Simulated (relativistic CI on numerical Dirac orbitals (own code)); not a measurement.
**Fe⁶⁺: M2,3 absorption edge**

Computed with this model: Dirac-Coulomb-Breit CI, separate exchange-only KLI orbitals for each configuration, model QED (radiative potential, 1s self-energy scaled to tabulated hydrogen-like ionisation energies), valence Slater integrals scaled by 0.8, multiplet model of core-to-valence dipole absorption; configurations [Ar] 3d2 → [Ne] 3s2 3p5 3d3; 300 K; Lorentzian 0.8 eV and Gaussian 0.3 eV FWHM. Energies are those of the free ion, without screening or charge transfer. The branching ratio is the share of the lower-energy edge in the whole absorption, uncertain by about 0.02 where the edges overlap. S is read from ⟨S²⟩ = S(S + 1).

Field parameters in Wybourne normalisation: Td as Oh with Dq negative (B⁴₀ = 21Dq, B⁴₄ = √(5/14) B⁴₀). The field is a parameter set, without covalency.

Computed curve for free ion, scaled to 100 at the maximum (points under 2 are left out and the grid is thinned):

```csv
Energy (eV),Intensity
58.6,2.1
59.1,4.0
59.6,6.6
60.0,12.5
60.5,10.5
61.0,4.6
61.5,3.5
61.9,3.9
62.4,5.7
62.9,11.4
63.4,29.8
63.8,58.5
64.3,32.8
64.8,11.7
65.3,6.2
65.8,4.3
66.2,3.7
66.7,3.6
67.2,4.3
67.7,7.2
68.1,13.8
68.6,15.2
69.1,12.4
69.6,19.0
70.0,34.1
70.5,90.8
71.0,68.5
71.5,23.7
72.0,11.4
72.4,8.3
72.9,7.5
73.4,10.0
73.9,21.1
74.3,44.3
74.8,52.5
75.3,18.4
75.8,7.7
76.2,4.7
76.7,3.0
77.2,2.1
```

The ground state has S = 1.00, and the centroid lies at 69.11 eV.
